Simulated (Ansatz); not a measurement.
Reaction (redistribution): `CB(C)CCl` + `[NH2][Zr]([F])([F])[F]` → `CB(F)CCl` + `[CH3][Zr]([NH2])([F])[F]`

Gas-phase electronic energies from Ansatz, PBE0-D4/def2-TZVP geometries. CCSD(T)/CBS adds triple-zeta CCSD(T) − MP2 to the extrapolated MP2 energy (def2 sets, frozen cores). Functionals use def2-TZVPP. Elements past krypton have def2 core potentials. For Zr outer-core shells are correlated without core-valence functions, which leaves a few kJ/mol of doubt a bond. Each species was taken in one conformer, which may not be the lowest.

`CB(C)CCl`:

Z-matrix (Å, degrees):
```
C
B 1 1.564
H 1 1.093 2 113.7
H 1 1.101 2 106.6 3 -116.7
H 1 1.092 2 114.1 3 126.3
C 2 1.564 1 122.6 3 -157.0
C 2 1.581 1 118.7 3 25.6
H 6 1.093 2 113.6 1 156.1
H 6 1.101 2 106.6 1 -87.3
H 6 1.092 2 114.2 1 29.8
Cl 7 1.807 2 96.2 1 -91.1
H 7 1.089 2 117.2 1 156.4
H 7 1.089 2 117.2 1 21.4
```

`[NH2][Zr]([F])([F])[F]`:

Z-matrix (Å, degrees):
```
Zr
F 1 1.905
F 1 1.903 2 114.1
N 1 2.016 2 108.4 3 119.8
F 1 1.909 2 107.2 3 -121.9
H 4 1.012 1 125.3 2 -141.1
H 4 1.011 1 125.9 2 39.6
```

`CB(F)CCl`:

Cartesian coordinates in Å:
```
C 1.196 -0.005 -0.728
B -0.243 0.426 -0.321
F -0.923 1.257 -1.107
C -0.974 -0.063 0.990
Cl -1.638 -1.652 0.467
H 1.901 0.726 -0.308
H 1.345 -0.004 -1.809
H 1.474 -0.980 -0.322
H -1.817 0.553 1.299
H -0.320 -0.258 1.839
```

`[CH3][Zr]([NH2])([F])[F]`:

Z-matrix (Å, degrees):
```
C
Zr 1 2.220
H 1 1.095 2 111.7
H 1 1.097 2 110.3 3 119.8
H 1 1.095 2 111.7 3 -120.5
N 2 2.018 1 105.0 3 60.1
F 2 1.909 1 105.8 3 177.3
F 2 1.909 1 105.8 3 -57.2
H 6 1.012 2 125.7 1 91.7
H 6 1.012 2 125.7 1 -91.6
```

Problem. Is it downhill or uphill in electronic energy at CCSD(T)/CBS, and by how much? (Estimate.)

Solution. Computed: Uphill: ΔE = +0.79 eV.

Problem. What do these levels give: r2SCAN-D4, B2PLYP, PBE0, HF/CBS(def2), MP2/CBS(def2), CCSD/CBS(def2)? (Estimate.)

Solution. Ansatz gave: r2SCAN-D4 0.85, B2PLYP 0.80, PBE0 0.80, HF/CBS(def2) 0.76, MP2/CBS(def2) 0.85, CCSD/CBS(def2) 0.78 eV.

Largest T1 diagnostic among the species: 0.017.

The D4 term adds +0.03 eV with B3LYP and +0.02 eV with PBE0; it sums over pairs of atoms, weighted by their polarisabilities, and B3LYP, whose exchange is more repulsive, gets the larger term.

B3LYP here is the variant with VWN-RPA as its local correlation; programs differ in this.
